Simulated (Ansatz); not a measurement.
BrHSe (SMILES [SeH]Br) moved off its minimum; all values from Ansatz (a program for electronic structure), cores frozen in correlated methods.
(charge 0, multiplicity 1)
```xyz
3

Se    -0.77178    -0.60694     0.80469
H     -1.67265    -0.98438    -0.37188
Br     0.78688     0.49129    -0.60016
```

```json
[
 {"level": "HF/def2-TZVPP", "largest force (eV/Å)": "1.81", "on atom": "Se1", "rms difference from CCSD(T)/aug-cc-pVTZ (eV/Å)": "0.325", "dipole (D)": "1.48"},
 {"level": "PBE/def2-TZVPP", "largest force (eV/Å)": "0.92", "on atom": "Se1", "rms difference from CCSD(T)/aug-cc-pVTZ (eV/Å)": "0.114", "dipole (D)": "1.17"},
 {"level": "r2SCAN/def2-TZVPP", "largest force (eV/Å)": "1.27", "on atom": "Se1", "rms difference from CCSD(T)/aug-cc-pVTZ (eV/Å)": "0.105", "dipole (D)": "1.23"},
 {"level": "B3LYP/def2-TZVPP", "largest force (eV/Å)": "1.13", "on atom": "Se1", "rms difference from CCSD(T)/aug-cc-pVTZ (eV/Å)": "0.032", "dipole (D)": "1.24"},
 {"level": "wB97M-V/def2-TZVPP", "largest force (eV/Å)": "1.47", "on atom": "Se1", "rms difference from CCSD(T)/aug-cc-pVTZ (eV/Å)": "0.215", "dipole (D)": "1.31"},
 {"level": "MP2/aug-cc-pVTZ", "largest force (eV/Å)": "1.40", "on atom": "Se1", "rms difference from CCSD(T)/aug-cc-pVTZ (eV/Å)": "0.162", "dipole (D)": "1.20"},
 {"level": "CCSD(T)/aug-cc-pVTZ", "largest force (eV/Å)": "1.14", "on atom": "Se1", "rms difference from CCSD(T)/aug-cc-pVTZ (eV/Å)": "0.000", "dipole (D)": "1.16"}
]
```

The differences count from one level among others, with limits of its own. Forces at CCSD(T)/aug-cc-pVTZ (eV/Å):

```tsv
atom	Fx	Fy	Fz
Se1	-0.409	-0.104	-1.059
H2	0.588	0.236	0.850
Br3	-0.178	-0.132	0.209
```
